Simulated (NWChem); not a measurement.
**Basis-set convergence for HB**

```xyz
2

B      0.0000     0.0000     0.2111
H      0.0000     0.0000    -1.0555
```
Charge 0, spin multiplicity 1.

Program: NWChem. Structure: optimised with PBE/def2-SVP, a minimum by its harmonic frequencies.

Quantity: dipole moment at the level PBE.

The Pople sets run with spherical d functions. The structure started from a generated list of species.

```json
[
 {"basis": "3-21G", "functions": "11", "dipole moment (D)": "1.34"},
 {"basis": "cc-pVDZ", "functions": "19", "dipole moment (D)": "?"},
 {"basis": "pcseg-1", "functions": "19", "dipole moment (D)": "1.34"},
 {"basis": "6-31+G*", "functions": "20", "dipole moment (D)": "?"},
 {"basis": "6-311G**", "functions": "24", "dipole moment (D)": "1.35"},
 {"basis": "aug-cc-pVDZ", "functions": "32", "dipole moment (D)": "1.43"},
 {"basis": "pcseg-2", "functions": "44", "dipole moment (D)": "1.43"},
 {"basis": "def2-TZVPP", "functions": "45", "dipole moment (D)": "?"},
 {"basis": "aug-cc-pVTZ", "functions": "69", "dipole moment (D)": "1.43"},
 {"basis": "def2-QZVP", "functions": "87", "dipole moment (D)": "1.42"}
]
```

Task: Fill in the missing entries.

Result: 
- cc-pVDZ, dipole moment (D): 1.38
- 6-31+G*, dipole moment (D): 1.50
- def2-TZVPP, dipole moment (D): 1.46
